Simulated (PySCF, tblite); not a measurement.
Isomers of C6H11N2 (doublet state), one GFN2-xTB conformer each. Single-point energies are computed at B3LYP/pcH-1 (PySCF, gas phase, no added dispersion term), electronic only. GFN2-xTB treats the open shell by occupation alone, and not every SCF solution was tested for stability.

Problem. Rank them by B3LYP/pcH-1 energy, lowest first (kcal/mol).
A. `[CH3:1][CH2:2][CH2:3][N:4]1[CH:5][CH2:6][CH:7]=[N:8]1` (doublet state) with C1–C2–C3–N4 -67°, C2–C3–N4–C5 -76°
B. `C1N2C[CH]N(C1)CC2` [radical]

Solution. A (0.0), B (12.0).

As drawn, the lower has an N–N linkage, which the higher lacks. GFN2-xTB itself gives, in the same order: 6.3, 0.0. GFN2-xTB puts [CH]1CN2CCN1CC2 lowest instead.

Problem. What happens when harmonic zero-point energies from GFN2-xTB frequencies are added?

Solution. 
```tsv
SMILES	ZPE (kcal/mol)	electronic (kcal/mol)	with ZPE (kcal/mol)
CCCN1[CH]CC=N1	100.6	0.0	0.0
[CH]1CN2CCN1CC2	104.0	12.0	15.4
```

The zero-point energies span 3.4 kcal/mol. The order is unchanged.
